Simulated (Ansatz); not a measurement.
Ansatz (a program for electronic structure) input:
A basis named .json is the Basis Set Exchange file of that set.

Ansatz 0.2 input:
```yaml
crystal:
  periodic: [false, false, false]
  atoms:
    - {symbol: C, position_ang: [1.35368752, -1.80749710, 1.18633106]}
    - {symbol: Ge, position_ang: [-0.23577788, -1.19442857, 0.17032990]}
    - {symbol: C, position_ang: [-1.83084521, -1.15570902, 1.34879187]}
    - {symbol: I, position_ang: [0.22335402, 1.23005990, -0.55681228]}
    - {symbol: H, position_ang: [1.20013005, -2.83724428, 1.51047324]}
    - {symbol: H, position_ang: [2.24571078, -1.74760227, 0.56710223]}
    - {symbol: H, position_ang: [1.47442052, -1.16464382, 2.05981854]}
    - {symbol: H, position_ang: [-1.60402592, -0.53456876, 2.21686729]}
    - {symbol: H, position_ang: [-2.06227340, -2.16951817, 1.67690667]}
    - {symbol: H, position_ang: [-2.68388708, -0.73864636, 0.81858857]}
basis:
  gaussian:
    orbitals: def2-TZVPP
    fitting: {mean_field: def2-universal-jkfit, correlation: def2-TZVPP-RIFIT.json}
magnetization: {spin_polarized: true, initial_magnetization: 1}
correlation: {method: mp2, electrons: outside_noble_gas}
```

### Question
Which total energy does the run end on?

### Answer
-2451.91316 Eh (RI-MP2/def2-TZVPP). The basis has 244 functions.

It need not be the lowest isomer of its formula.
